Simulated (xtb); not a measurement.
C₆H₅Cl, SMILES c1cc(ccc1)Cl. All values are semi-empirical tight-binding results from xtb (GFN2-xTB unless named), good for trends rather than for accurate numbers. Coordinates come from a GFN2-xTB optimisation.

Computed properties:
| Property | Result |
|---|---|
| point group as xtb finds it | C2v |
| orbital gap | 4.36 eV |
| dipole moment | 1.82 D |
| zero-point energy | 55.3 kcal/mol |
| G − E(el) at 298.15 K (modified RRHO) | 36.9 kcal/mol |
| static polarisability (D4 model) | 80.0 bohr³ |
| solvation energy, GFN2-xTB/ALPB(water) | -1.8 kcal/mol |
| solvation energy, GFN2-xTB/ALPB(dmso) | -6.0 kcal/mol |
